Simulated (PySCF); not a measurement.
C3H6N2Si, SMILES CC1=NC=N[SiH2]1.

Geometry: PBE0-D3(BJ)/def2-SVP. The structure was generated by enumeration, and PubChem lists no compound with its InChIKey, so it may never have been made.

Two levels are set side by side: TDDFT-PBE/def2-SVPD (PySCF) and TDDFT-ωB97X/def2-SVPD (PySCF). Vertical, same geometry. The lowest singlet is HOMO→LUMO 100 % with PBE and HOMO→LUMO 96 % with the other functional; states are paired by order. Differences are taken from unrounded values.

| quantity | TDDFT-ωB97X |
|---|---|
| lowest singlet excitation (eV) | 3.74 |
| lowest triplet excitation (TDA) (eV) | 3.30 |
| first bright state (f over 0.05) (eV) | 5.46 |
| its oscillator strength | 0.08 |

### Question
What does TDDFT-PBE give, and how far is it from TDDFT-ωB97X? (The exact figures need the calculation; the answer reports its results.)

### Answer

| quantity | TDDFT-PBE | TDDFT-PBE minus TDDFT-ωB97X |
|---|---|---|
| lowest singlet excitation (eV) | 2.97 | -0.77 |
| lowest triplet excitation (TDA) (eV) | 2.63 | -0.68 |
| first bright state (f over 0.05) (eV) | 4.89 | -0.57 |
| its oscillator strength | 0.08 | -0.01 |

A lower first singlet is the usual sign of a functional without exact exchange. Differences between two approximate levels are no errors against the true value.

Rough cost on one machine, each run with all the roots and properties that it gave: TDDFT-ωB97X against TDDFT-PBE about 7 times.
